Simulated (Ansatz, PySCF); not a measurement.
This triplet is an excited state, 1.14 eV above the relaxed singlet at the level frozen-core CCSD(T)/cc-pVTZ // B3LYP-D3(BJ)/def2-TZVP (Ansatz, an electronic-structure program).

## C2H6Si, SMILES `[Si](C)C` (excited triplet) (charge 0, multiplicity 3)

Level of theory: PBE-D3(BJ)/def2-TZVP // B3LYP-D3(BJ)/def2-TZVP in PySCF.

```json
{
  "highest_occupied_spin_orbital": "-3.57 eV",
  "dipole_moment": "0.203 e·Å",
  "total_energy": "-369.0050 Ha",
  "cost": "around 2.3 core-minutes (rough)"
}
```

Bonded distances (Å): C1–Si2 1.898, C1–H4 1.090, C1–H5 1.093, C1–H6 1.093, Si2–C3 1.898, C3–H7 1.093, C3–H8 1.090, C3–H9 1.093. Angles (°): Si2–C1–H4 110.3, Si2–C1–H5 110.6, Si2–C1–H6 110.5, H4–C1–H5 108.2, H4–C1–H6 108.2, H5–C1–H6 109.0, C1–Si2–C3 117.7, Si2–C3–H7 110.6, Si2–C3–H8 110.3, Si2–C3–H9 110.5, H7–C3–H8 108.2, H7–C3–H9 109.0, H8–C3–H9 108.2.
Charge 0, spin multiplicity 3.
